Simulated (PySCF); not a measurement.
C2H6Sb, SMILES [CH3][Sb][CH3], multiplicity 2.

Coordinates come from a B3LYP-D3(BJ)/def2-SVP optimisation. The spin state was assumed, not searched. The isomer is the one that the SMILES or the coordinates give; other isomers of the formula were not compared. The def2 effective core potentials stand for the cores of Sb; spin–orbit coupling is left out.

Calculation: PySCF 2.14.0 with C-PCM-PBE0/def2-SVP.

The values are the electrostatic part of the solvation free energy, E(continuum) − E(gas) at the gas-phase geometry, in a cavity of scaled van der Waals radii (PySCF's table); cavitation and dispersion terms are not included. A continuum can't describe solvent molecules that bind to the metal. The dipole moment in vacuum is 0.68 D.

Computed values in water (ε = 78.36), dimethylsulfoxide (ε = 46.83), chloroform (ε = 4.71):
```json
[
 {"solvent": "water", "ε": "78.36", "ΔG(elec) (kcal/mol)": "-0.9", "dipole (D)": "0.94"},
 {"solvent": "dimethylsulfoxide", "ε": "46.83", "ΔG(elec) (kcal/mol)": "-0.9", "dipole (D)": "0.94"},
 {"solvent": "chloroform", "ε": "4.71", "ΔG(elec) (kcal/mol)": "-0.7", "dipole (D)": "0.87"}
]
```
